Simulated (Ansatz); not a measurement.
Gas-phase electronic energies from Ansatz, PBE0-D4/def2-TZVP geometries. CBS: MP2 limit from def2 TZ/QZ plus the TZ coupled-cluster correction, frozen cores. DFT in def2-TZVPP. HSE06 is defined as in plane-wave codes. def2 core potentials past Kr. For Ga, I, In outer-core shells are correlated without core-valence functions, which leaves a few kJ/mol of doubt a bond. Scalar relativity is left out up to krypton.

Consider the redistribution: `[F][In]([F])[I]` + `[F][GaH][F]` → `[F][InH][I]` + `[F][Ga]([F])[F]`.

```tsv
level	ΔE (kJ/mol)	difference from CCSD(T)/CBS
revPBE-D4	-8.8	2.6
PBE0-D4	-16.6	-5.2
BHLYP-D4	-17.5	-6.1
CAM-B3LYP-D4	-13.5	-2.1
ωB97X-V	-15.1	-3.7
B2PLYP	-16.7	-5.3
HSE06	-17.4	-6.0
MP2/def2-SVP	-25.4	-14.0
CCSD/def2-SVP	-27.1	-15.7
SCS-MP2/def2-TZVPP	-24.9	-13.5
CCSD/def2-TZVPP	-26.3	-14.9
CCSD(T)/def2-TZVPP	-24.8	-13.4
HF/def2-QZVPP	-24.4	-13.0
MP2/def2-QZVPP	-18.2	-6.8
SCS-MP2/def2-QZVPP	-17.9	-6.5
MP2/CBS(def2)	-12.8	-1.4
CCSD(T)/CBS	-11.4	0
```

Largest T1 diagnostic among the species: 0.015.

From r2SCAN to r2SCAN0 (25 % exact exchange), in def2-TZVPP and without D4, ΔE moves by −5.3 kJ/mol. At CCSD(T), def2-SVP lies −15.2 kJ/mol from the extrapolated value and def2-TZVPP −13.4 kJ/mol. Leaving LDA and LC-ωPBE aside and taking each functional with its dispersion term where it has one, the values, not all of them listed here, spread over 17.2 kJ/mol, from PBE-QIDH to BLYP-D4. LDA lies −7.3 kJ/mol from PBE without D4.
